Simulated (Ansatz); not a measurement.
A nudged elastic band was laid between two geometries of Cl2F3H2STa (9 atoms, charge 0, multiplicity 1).

Level of theory: RKS B3LYP-D4/def2-SVP in Ansatz 0.2.0.

| Item | Value |
| --- | --- |
| movable images | 5 |
| climbing image | yes |
| spring | 5.0 eV/Å² |
| optimiser | quadratic models (default) |
| start path | through a guess of the saddle point |
| force threshold | 0.03 eV/Å |
| iteration limit | 60 |
| end points | relaxed |

Image 0:

```xyz
9
Properties=species:S:1:pos:R:3
Ta -0.084 -0.025 -0.156
F 1.746 0.463 -0.208
F 0.324 -0.846 1.504
Cl -0.183 0.390 -2.461
F -0.810 1.561 0.480
Cl -2.014 -1.356 -0.252
S 1.093 -2.458 -1.054
H 1.194 -3.037 0.166
H 2.378 -2.029 -1.035
```

Image 6:

```xyz
9
Properties=species:S:1:pos:R:3
Ta -0.264 -0.469 -0.262
F 2.046 0.111 -0.305
F 0.227 -1.108 1.446
Cl -0.242 0.123 -2.520
F -0.184 1.310 0.322
Cl -2.455 -1.081 -0.117
S 1.009 -2.457 -1.071
H 1.205 -3.020 0.146
H 2.302 -0.747 -0.656
```

Problem. Which bonds break or form, and what moves?

Solution. Bonds broken: S7–H9. Bonds formed: F2–H9.

Problem. What energy profile does the band end with?

Solution. The run converged. The highest image is number 5 of 0 to 6, 0.99 eV above the first end and 0.13 eV above the last; the last end lies 0.86 eV above the first. A vibrational analysis at the climbing image gives one clearly imaginary mode, 700i cm⁻¹: a first-order saddle point. The orbitals stay closed-shell, which can raise the energy where a bond breaks towards radicals; this wasn't checked here.

```tsv
image	path coordinate (Å)	energy (eV)	S7–H9 (Å)	F2–H9 (Å)
0	0.00	0.00	1.36	2.70
1	0.34	0.01	1.35	2.51
2	0.68	0.08	1.35	2.21
3	1.02	0.25	1.36	1.88
4	1.36	0.63	1.43	1.53
5	1.70	0.99	1.67	1.15
6	2.23	0.86	2.18	0.96
```

Problem. What is the geometry of the highest image?

Solution. 
```xyz
9
Properties=species:S:1:pos:R:3:forces:R:3
Ta -0.201 -0.351 -0.235 0.00 0.01 -0.01
F 1.919 0.059 -0.314 0.00 0.00 0.00
F 0.212 -1.104 1.446 0.00 -0.01 -0.01
Cl -0.251 0.151 -2.512 0.00 -0.01 0.01
F -0.260 1.407 0.382 0.00 0.00 -0.01
Cl -2.362 -1.102 -0.149 -0.01 0.01 0.01
S 1.185 -2.409 -1.075 0.00 0.01 -0.01
H 1.375 -2.968 0.145 0.00 0.00 0.01
H 2.027 -1.020 -0.705 0.01 -0.01 0.01
```

Problem. What are the harmonic wavenumbers there?

Solution. 700i, 67, 121, 131, 139, 163, 194, 218, 228, 271, 378, 393, 420, 454, 633, 637, 673, 723, 1115, 1393, 2665 cm⁻¹.

The run took 5.5 min on 4 threads of Arm Neoverse V1, with other jobs on the host, peak memory 0.48 GiB.
